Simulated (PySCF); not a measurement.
Structure problem from calculated spectra and properties.

Elements present: C, H, N, O and Si. Monoisotopic mass: 135.0172 u.

- Triplet: lowest triplet excitation (Tamm–Dancoff): 5.25 eV [TDA CAM-B3LYP/def2-SVPD]
- Rotational structure: rotational constants A, B, C: 6.506, 0.669, 0.618 GHz [PBE0-D3(BJ)/def2-SVP]
- 13C NMR: chemical shifts (computed TMS as zero) by class: 185.4 (1 C), 23.4 (1 C) ppm [GIAO HF/pcSseg-1]
- 1H NMR: chemical shifts (computed TMS as zero) by class: 4.67 (2 H), 4.51 (3 H), 4.16 (1 H), 2.00 (3 H) ppm [GIAO HF/pcSseg-1]
- NMR, other nuclei: isotropic shieldings of nuclei other than C and H, by class: 156 (1 N), -98 (1 O), 330 (1 O), 433 (1 Si), 439 (1 Si) ppm [GIAO HF/pcSseg-1]
- Valence photoelectron: vertical ionisation energy: 9.98 eV [ΔSCF CAM-B3LYP/def2-SVPD]
- Polarisability: 90.1 au [CAM-B3LYP/def2-SVPD]
- UV, first state: lowest singlet excitation: 5.72 eV (217 nm, f = 0.001) [TDDFT CAM-B3LYP/def2-SVPD]
- Dipole: 3.23 D [CAM-B3LYP/def2-SVPD]

The electronic properties come from PySCF, for the isolated species, density fitting. Levels stand in brackets. One conformer (not necessarily the lowest) at the PBE0-D3(BJ)/def2-SVP geometry, without solvent, vibrations or thermal averaging. NMR classes are plain means over equivalent atoms (diastereotopic ones count apart unless rotation or inversion swaps them), as if these changed places fast.

Question: Which formula fits the mass and the elements?

Answer: C2H9NO2Si2 (calculated 135.0172). No other formula that holds each of these elements comes within 0.0003 u with a fitting electron parity and a possible valence count.

Question: Give a SMILES that accounts for the data.

Answer: Numbering: `[CH3:1][C:2](=[O:3])[NH:4][SiH2:5][O:6][SiH3:7]`. Its formula, C2H9NO2Si2, gives 1 degree of unsaturation: 0 rings and 1 π bond in the structure found. 2 carbons fall into 2 classes; from least to most shielded: amide carbonyl carbon [C2] (185.4 ppm), methyl carbon next to a carbonyl [C1] (23.4 ppm). Hydrogen classes from least to most shielded: 2 H on an oxygen-bound silicon, Si5 (4.67 ppm), 3 H on an oxygen-bound silicon, Si7 (4.51 ppm), 1 H on an amide nitrogen, N4 (4.16 ppm), 3 H on a methyl carbon next to a carbonyl, C1 (2.00 ppm). The other shieldings belong to: 156 ppm, amide nitrogen [N4]; -98 ppm, amide oxygen [O3]; 330 ppm, siloxane oxygen [O6]; 433 ppm, oxygen-bound silicon [Si5]; 439 ppm, oxygen-bound silicon [Si7]. The first electron is taken from the HOMO, whose largest Löwdin shares are 0.66 on the amide oxygen, 0.09 on the amide carbonyl carbon, 0.09 on the methyl carbon next to a carbonyl and 0.06 on the amide nitrogen. By its constants the optimised geometry is an asymmetric top. Structure: `CC(=O)N[SiH2]O[SiH3]`. Computed isomers that give other values at the same levels: `COC(=O)[SiH2][SiH2]N` (rotational constant A: 4.174 GHz; this holds for the one conformer computed). The assignments are read from this structure; whether some other isomer fits the data as well wasn't checked.

Shape of the structure used: `[CH3:1][C:2](=[O:3])[NH:4][SiH2:5][O:6][SiH3:7]`: C1–C2–N4–Si5 -179°, C2–N4–Si5–O6 179°, N4–Si5–O6–Si7 172°.
